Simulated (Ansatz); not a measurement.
`[BH2][GeH2][CH2][SiH3]` → `B[CH2][GeH2][SiH3]`  (isomerisation)

Calculated with Ansatz (gas phase, PBE0-D4/def2-TZVP geometries, no zero-point term in ΔE). CBS: MP2 limit from def2 TZ/QZ plus the TZ coupled-cluster correction, frozen cores. Functionals use def2-TZVPP. For Ge outer-core shells are correlated without core-valence functions, which leaves a few kJ/mol of doubt a bond. Scalar relativity is left out up to krypton. Each species was taken in one conformer, which may not be the lowest.

Is it downhill or uphill in electronic energy at CCSD(T)/CBS, and by how much? (Best estimate.)

Ansatz gave: Downhill: ΔE = -49.5 kJ/mol.

What do these levels give: r2SCAN-D4, PBE0-D4, ωB97X-V, PBE, CCSD/def2-TZVPP, SCS-MP2/def2-QZVPP? (An estimate is asked.)

The calculation gave: r2SCAN-D4 -59.6, PBE0-D4 -60.4, ωB97X-V -49.3, PBE -63.8, CCSD/def2-TZVPP -46.5, SCS-MP2/def2-QZVPP -45.9 kJ/mol.

Largest T1 diagnostic among the species: 0.012.

From PBE to PBE0 (25 % exact exchange), in def2-TZVPP and without D4, ΔE moves by +4.2 kJ/mol. In def2-TZVPP, CCSD(T) changes the Hartree–Fock value by −16.9 kJ/mol (the triples alone add −3.6 kJ/mol) and MP2 by −18.7 kJ/mol.
